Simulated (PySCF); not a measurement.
**H6O3SSiTi: core ionisation energies**

Species: (OH)3Ti-S-SiH3 (singlet state).
Z-matrix (Å and degrees, PBE0-D3(BJ)/def2-SVP geometry), rows numbered from 1:
```
Ti
O   1  1.7725
O   1  1.7665  2  113.41
O   1  1.7685  2  109.70  3  -124.79
S   1  2.3176  2  105.04  3   116.94
Si  5  2.1393  1   96.90  2    32.39
H   2  0.9621  1  134.13  3   -29.62
H   3  0.9624  1  132.68  2  -135.53
H   4  0.9620  1  132.87  2   -24.51
H   6  1.4941  5  111.96  1   -75.89
H   6  1.4938  5  107.38  1   165.01
H   6  1.4962  5  111.90  1    46.27
```

Method: delta-SCF UKS SCAN, pcX-2 on the ionised atom (unc-x2c-TZVPall on a metal), pcseg-1 elsewhere, spin-free X2C (PySCF). Vertical ΔSCF values, vacuum level as zero.

List the computed XPS lines with their assignment.

```json
{"atom(s)": "Si6", "environment": "silicon bonded to S and 3 H", "level": "Si 2p3/2", "binding energy (eV)": "106.86", "2p1/2 (eV)": "107.48", "count": "1"}
{"atom(s)": "S5", "environment": "sulfur bonded to Si and Ti", "level": "S 2p3/2", "binding energy (eV)": "167.82", "2p1/2 (eV)": "169.05", "count": "1"}
{"atom(s)": "Ti1", "environment": "titanium bonded to 3 O and S", "level": "Ti 2p3/2", "binding energy (eV)": "463.08", "2p1/2 (eV)": "468.80", "count": "1"}
{"atom(s)": "O2/O3/O4", "environment": "oxygen bonded to Ti and H", "level": "O 1s", "binding energy (eV)": "538.02", "2p1/2 (eV)": "–", "count": "3"}
{"atom(s)": "Si6", "environment": "silicon bonded to S and 3 H", "level": "Si 1s", "binding energy (eV)": "1846.72", "2p1/2 (eV)": "–", "count": "1"}
{"atom(s)": "S5", "environment": "sulfur bonded to Si and Ti", "level": "S 1s", "binding energy (eV)": "2475.60", "2p1/2 (eV)": "–", "count": "1"}
```

What is the longest wavelength that can ionise O 1s of O2 (atom 2)/O3/O4 vertically?

λ = hc/E = 12398.42 eV Å / 538.02 eV = 23.045 Å.

Which photon energy gives electrons from O 1s of O2/O3/O4 a kinetic energy of 20 eV, and what is their de Broglie wavelength?

hν = 538.02 + 20 = 558.02 eV, recoil neglected; λ = 12.264 Å/√(E/eV) = 2.74 Å.

One atom of each set of topologically equivalent atoms was ionised and stands for the set; in this conformer not all members are related by symmetry, and their own values weren't computed. Spin–orbit and ligand-field terms were added within each 2p shell after the spin-free SCF. 2p1/2 minus 2p3/2 (ligand field included): Ti 5.72 eV, S 1.23 eV, Si 0.62 eV. Satellites of the metal's 2p lines aren't described. Geometry: PBE0-D3(BJ)/def2-SVP; no solvent, vibrations or thermal averaging. Metal 2p energies of this one-determinant scheme are less reliable than its 1s energies.
